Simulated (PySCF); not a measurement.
Mo(O)(NH)(OH)2 (H3MoNO3), SMILES [NH]=[Mo]([OH])(=[O])[OH], multiplicity 1. Atoms are numbered in the order given.

```xyz
8

Mo     0.0379    -0.0340     0.0000
O      1.5248    -0.8356     0.0000
N     -1.2679    -1.1871     0.0000
H     -1.4799    -2.1869     0.0000
O     -0.1047     1.0357     1.5440
H     -0.8792     1.0185     2.1225
O     -0.1047     1.0357    -1.5440
H     -0.8792     1.0185    -2.1225
```

Geometry optimised at r2SCAN-D4/def2-SVP. The spin state was assumed, not searched. The structure was generated by enumeration; whether it is a known compound was not checked. The def2 effective core potentials stand for the cores of Mo; spin–orbit coupling is left out. One conformer was computed; it need not be the lowest.

The numbers are results of r2SCAN-D4/def2-SVP (PySCF), not measurements.

Frequencies are harmonic and unscaled.

Computed normal modes with their intensities:
```json
[
 {"mode": "1", "ν (cm⁻¹)": "206", "IR (km/mol)": "1.3", "moving atoms (share of kinetic energy)": "O 72 %, H 17 %, Mo 11 %"},
 {"mode": "2", "ν (cm⁻¹)": "231", "IR (km/mol)": "22.8", "moving atoms (share of kinetic energy)": "H 36 %, O 32 %, N 19 %, Mo 12 %"},
 {"mode": "3", "ν (cm⁻¹)": "237", "IR (km/mol)": "6.6", "moving atoms (share of kinetic energy)": "O 33 %, H 32 %, N 32 %"},
 {"mode": "4", "ν (cm⁻¹)": "263", "IR (km/mol)": "2.6", "moving atoms (share of kinetic energy)": "O 75 %, Mo 15 %"},
 {"mode": "5", "ν (cm⁻¹)": "272", "IR (km/mol)": "51.0", "moving atoms (share of kinetic energy)": "O 63 %, H 23 %, Mo 11 %"},
 {"mode": "6", "ν (cm⁻¹)": "290", "IR (km/mol)": "82.3", "moving atoms (share of kinetic energy)": "H 79 %, O 13 %, N 8 %"},
 {"mode": "7", "ν (cm⁻¹)": "345", "IR (km/mol)": "66.9", "moving atoms (share of kinetic energy)": "H 58 %, O 22 %, N 15 %"},
 {"mode": "8", "ν (cm⁻¹)": "516", "IR (km/mol)": "152.1", "moving atoms (share of kinetic energy)": "H 73 %, N 24 %"},
 {"mode": "9", "ν (cm⁻¹)": "596", "IR (km/mol)": "251.4", "moving atoms (share of kinetic energy)": "H 83 %, O 15 %"},
 {"mode": "10", "ν (cm⁻¹)": "638", "IR (km/mol)": "187.4", "moving atoms (share of kinetic energy)": "H 69 %, O 28 %"},
 {"mode": "11", "ν (cm⁻¹)": "665", "IR (km/mol)": "9.9", "moving atoms (share of kinetic energy)": "H 45 %, O 41 %, N 11 %"},
 {"mode": "12", "ν (cm⁻¹)": "724", "IR (km/mol)": "42.2", "moving atoms (share of kinetic energy)": "O 70 %, H 19 %, Mo 10 %"},
 {"mode": "13", "ν (cm⁻¹)": "776", "IR (km/mol)": "115.4", "moving atoms (share of kinetic energy)": "H 39 %, O 35 %, Mo 19 %"},
 {"mode": "14", "ν (cm⁻¹)": "988", "IR (km/mol)": "125.2", "moving atoms (share of kinetic energy)": "N 72 %, Mo 17 %"},
 {"mode": "15", "ν (cm⁻¹)": "1028", "IR (km/mol)": "130.6", "moving atoms (share of kinetic energy)": "O 80 %, Mo 13 %"},
 {"mode": "16", "ν (cm⁻¹)": "3569", "IR (km/mol)": "131.5", "moving atoms (share of kinetic energy)": "H 93 %"},
 {"mode": "17", "ν (cm⁻¹)": "3854", "IR (km/mol)": "257.3", "moving atoms (share of kinetic energy)": "H 94 %"},
 {"mode": "18", "ν (cm⁻¹)": "3858", "IR (km/mol)": "146.7", "moving atoms (share of kinetic energy)": "H 94 %"}
]
```
